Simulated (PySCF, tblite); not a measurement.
Species: C6H11NSi.
Cartesian coordinates in Å at the GFN2-xTB level; atoms count from 1:
```
atom  x, y, z in Å
C1     2.2991    2.0627   -0.4154
C2     1.7444    1.0692   -0.0443
C3     1.0525   -0.1379    0.3849
C4     1.4845   -1.3322   -0.4766
N5    -0.3932    0.0375    0.3556
Si6   -1.4002   -0.5196    1.6505
C7    -0.9140    0.5154   -0.8304
C8    -2.1967    0.5469   -1.1674
H9     2.7971    2.9313   -0.7292
H10    1.3410   -0.3329    1.4243
H11    1.0046   -2.2359   -0.1073
H12    1.1869   -1.1761   -1.5113
H13    2.5644   -1.4556   -0.4369
H14   -2.1355   -1.7340    1.2746
H15   -0.4806   -0.8281    2.7461
H16   -2.3194    0.5547    2.0234
H17   -0.1690    0.9097   -1.5116
H18   -2.9731    0.1627   -0.5304
H19   -2.5026    0.9712   -2.1060
```

Jobs on this species (19 atoms, 68 electrons) with PySCF (density fitting) and tblite. Hardware of each: Intel Xeon 6975P-C, one thread, shared host. Other jobs ran on the host; a repeat could differ by tens of per cent or more.

Task: Rank these jobs by wall time, shortest first.
A. GFN2-xTB; Hessian by finite differences
B. PBE0/pcSseg-1; shieldings, charges and field gradients, density and orbital grids written; 198 basis functions
C. GFN2-xTB; L-BFGS relaxation

Result: A (0.59 s), C (0.98 s), B (31 s).

All jobs:

```json
{"level and settings": "GFN2-xTB", "work": "Hessian by finite differences", "basis functions": "–", "SCF cycles": "–", "wall time": "0.59 s"}
{"level and settings": "GFN2-xTB", "work": "L-BFGS relaxation", "basis functions": "–", "SCF cycles": "–", "wall time": "0.98 s"}
{"level and settings": "PBE0/pcSseg-1", "work": "shieldings, charges and field gradients, density and orbital grids written", "basis functions": "198", "SCF cycles": "14", "wall time": "31 s"}
```

Task: What do all jobs in the table cost together?

Result: About 33 s; the longest takes about 95 % of that, and about 53 times as long as the shortest.
